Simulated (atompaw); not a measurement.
**Which setting gave this result? (Hf, PAW (atompaw))**

Base potential:

```json
{"Element": "hafnium", "Generator": "atompaw 4.2.0.5", "Type": "PAW", "Functional": "PBE", "Relativity": "scalar-relativistic", "Frozen core": "[Kr] 4d10", "Valence charge": "26", "Reference configuration": "4f14 5s2 5p6 5d2 6s2 6p0", "Partial waves": "5s (bound); 6s (bound); 5p (bound); 6p (bound, empty); 5d (bound); 5d channel at 3.95 Ry; 4f (bound); 4f channel at -0.8 Ry", "Local potential": "bessel scheme, radius 1.55 bohr", "Core correction": "smooth core density matched at 2.00 bohr", "Augmentation charge": "sinc compensation charge, radius 1.85 bohr; PAW radius 2.10 bohr; waves and projectors: bloechl"}
```

Cutoffs, loose and tight: the cutoffs (Ry, on a coarse ladder) from which the occupation-weighted sum of valence levels, in a spherical-Bessel basis at the reference potential, stays within 10 and 1 mRy of its value at 400 Ry. They see the waves, projectors and local potential, not the compensation charge or the core.

Only the scale of all radii (base = 1) is moved (1 further runs of the sweep failed or gave no value and are left out):

| scale of all radii (base = 1) | cutoff, loose | cutoff, tight | bound ghosts |
| --- | --- | --- | --- |
| 0.75 | 120 Ry | 160 Ry | none |
| 0.86 | 90 Ry | 110 Ry | none |
| 0.93 | 80 Ry | 100 Ry | none |
| 1.04 | 60 Ry | 80 Ry | none |
| 1.08 | 55 Ry | 70 Ry | none |
| 1.21 | 45 Ry | 55 Ry | none |
| 1.29 | 35 Ry | 50 Ry | none |

Problem. One more run gave cutoff, loose: 45 Ry; cutoff, tight: 60 Ry; bound ghosts: none. Which value of the scale of all radii (base = 1) was used?

Solution. 1.17. The tight cutoff moves one way along this sweep, from 160 Ry at 0.75 to 50 Ry at 1.29, which places the run between 1.08 and 1.21.
